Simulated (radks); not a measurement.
Ca2+, configuration [Ne] 3s2 3p5 4p1 (not the ground configuration).

All-electron calculation, non-relativistic Kohn-Sham, PBE, spin-polarised, spherical densities, point nucleus; open shells are filled with parallel spins first. Program: a radial shooting solver on a logarithmic mesh with Libxc functionals.

Energy parts (eV):
total: -18379.457
kinetic: 18362.492
electron-nucleus: -43085.394
Hartree: 7297.255
exchange-correlation: -953.810

Orbitals (lengths in bohr, moments of r in powers of bohr; r(90%) holds 90 % of the orbital's charge):
orbital  occ.  eigenvalue (eV)     <r^2>  r(90%)      <r>
1s up       1        -3955.543  0.008038   0.138  0.07737
1s down     1        -3955.203  0.008037   0.138  0.07737
2s up       1        -437.3832    0.1590   0.570   0.3665
2s down     1        -437.0991    0.1589   0.570   0.3665
2p up       3        -361.3445    0.1333   0.541   0.3283
2p down     3        -360.9265    0.1332   0.541   0.3283
3s up       1         -70.9826     1.470    1.68    1.131
3s down     1         -69.4094     1.477    1.69    1.134
3p up       3         -51.8231     1.716    1.85    1.212
3p down     2         -50.3044     1.730    1.86    1.217
4p up       1         -14.1211     13.79    5.06    3.500

The highest occupied level is 4p up at -14.121 eV. Virial ratio -V/T = 2.00092.
